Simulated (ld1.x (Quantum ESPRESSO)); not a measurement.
**What one change does to a pseudopotential (S (Z = 16), TM)**

ld1.x (Quantum ESPRESSO) 7.5 input, shortened:

```
&input
   title='S', zed=16., rel=0, dft='PZ', iswitch=3,
   config='[Ne] 3s2 3p4'
 /
 &inputp
   pseudotype=2, tm=.true., lloc=0,
   nlcc=.true., new_core_ps=.true., rcore=0.75
 /
2
3P  2  1   4.00   0.00  1.20  1.20  0.0
3S  1  0   2.00   0.00  1.45  1.45  0.0
 &test
   configts(1)='3s2 3p4'
 /
```

Change: wave 3p (bound): rc 1.20 bohr becomes 3p (bound): rc 1.56 bohr.

Cutoffs: the cutoffs (Ry, on a coarse ladder) from which the occupation-weighted sum of valence levels, in a spherical-Bessel basis at the reference potential, stays within 10 and 1 mRy of its value at 400 Ry; they do not see the model core or the augmentation charge, which bear on the density cutoff. Errors are all-electron minus pseudo energies relative to the spin-unpolarised reference configuration.

Task: What does the change do?

Result: The potential gets softer (70 Ry and 140 Ry → 40 Ry and 60 Ry); of the 9 tests that both files solve, the error grows in 4 and shrinks in 2 by more than 15 % and 0.3 meV (median size 8.3 → 8.7 meV); neither file shows a bound ghost. A larger radius leaves more room for a smooth pseudo-wave, so fewer plane waves are needed.

```csv
quantity,base,changed
"cutoff, loose",70 Ry,40 Ry
"cutoff, tight",140 Ry,60 Ry
loose cutoff by channel (10 mRy a level),"p 50 Ry, s 21 Ry","p 10 Ry, s 21 Ry"
bound ghosts,none,none
"error for 3s2 3p3, meV [ΔE 11.88 eV]",+4.2,+4.2
"error for 3s2 3p2, meV [ΔE 34.26 eV]",+25,+27
"error for 3s2 3p1, meV [ΔE 68.43 eV]",+74,+87
"error for 3s1 3p4, meV [ΔE 22.53 eV]",+9.6,+6.1
"error for 3s1 3p5, meV [ΔE 10.11 eV]",+2.0,+0.1
"error for 3s2 3p0, meV [ΔE 115.41 eV]",+156,+209
"error for 3s2 3p3.5, meV [ΔE 4.72 eV]",+0.8,+0.8
"error for 3s2 3p4 (spin-polarised), meV [ΔE -0.71 eV]",+2.4,+8.7
"error for 3s2 3p3 (spin-polarised), meV [ΔE 9.91 eV]",+8.3,+28
```
